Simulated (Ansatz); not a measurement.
Vertical singlet–triplet gap (eV) of eight silicon and germanium compounds: PBE beside PBE0, computed with Ansatz (a program for electronic structure) for isolated molecules in the bases named; differences from unrounded values. The eight are the first of their class met in an unordered collection, after screening for sound electronic states; none was chosen by its value. Functionals give these values as differences of separate SCF runs (ΔSCF), EOM-CCSD as a root; each molecule has one DFT geometry for both levels.

```tsv
molecule	basis	PBE0	PBE	difference
ClGeH6NSi, SMILES N[Si@@H](Cl)[GeH3]	def2-SVPD	6.00	5.56	-0.43
CH10O2Si3, SMILES O[Si@@H]([Si@@H]([SiH3])O)C	def2-SVPD	4.44	4.05	-0.39
C2H7NSi2, SMILES C1[Si@H]([SiH2]C=1)N	def2-SVPD	4.10	4.13	0.03
Ge(F)(OH)2(NH2) (FGeH4NO2), SMILES [Ge]([NH2])([F])([OH])[OH]	def2-SVPD	6.34	5.80	-0.54
C2H9ClOSi2, SMILES [C@@H]([SiH3])(O)[Si@H](Cl)C	def2-SVPD	6.03	5.55	-0.48
C4H11NSi, SMILES NC/C(=C\[SiH3])C	def2-SVPD	3.89	3.97	0.08
Si(F)(Me)(SH)2 (CH5FS2Si), SMILES C[Si](F)(S)S	def2-SVPD	5.67	5.26	-0.41
CH11ClSi4, SMILES [SiH3][SiH]([SiH3])C[SiH2]Cl	def2-SVPD	5.54	5.23	-0.30
```

PBE lies below PBE0 in 6 and above it in 2 of the eight; the mean signed difference is -0.30 and the largest -0.54 eV.
